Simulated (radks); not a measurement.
All-electron atom: the titanium ion Ti3+ in [Ar] 3d1. Calculated with a radial shooting solver on a logarithmic mesh with Libxc functionals: scalar-relativistic Kohn-Sham, AM05, spin-polarised, spherical densities, finite nucleus; open shells are filled with parallel spins first; Fermi nuclear charge, rms radius 3.5921 fm.

Radial electron density D(r) = 4 pi r^2 rho(r):

r (bohr)  D(r) (e/bohr)   spin D(r)
0.006798          3.235  -0.0001000
0.008642          4.792   -0.000148
0.01099           6.944   -0.000214
0.01397           9.787   -0.000302
0.0179            13.45   -0.000415
0.02275           17.48   -0.000542
0.02892           21.50   -0.000677
0.03677           24.68   -0.000810
0.04674           26.10   -0.000947
0.0599            25.15    -0.00114
0.07614           22.47    -0.00142
0.0968            19.97    -0.00168
0.1231            20.03   -0.000940
0.1564            23.32     0.00393
0.2005            27.34      0.0210
0.2548            27.24      0.0622
0.324             21.24       0.144
0.4118            12.90       0.279
0.5236            8.138       0.462
0.6656            8.573       0.650
0.8529            10.06       0.766
1.084             8.547       0.733
1.378             4.903       0.565
1.752             1.868       0.336
2.228            0.4709       0.146
2.854           0.07581      0.0410
3.629          0.009133     0.00725
4.613         0.0007097    0.000670

D(r) has 3 maxima, at r = 0.0483, 0.226, 0.867 bohr, and minima at 0.109, 0.567 bohr, inside which lie 2.14, 10.40 electrons.
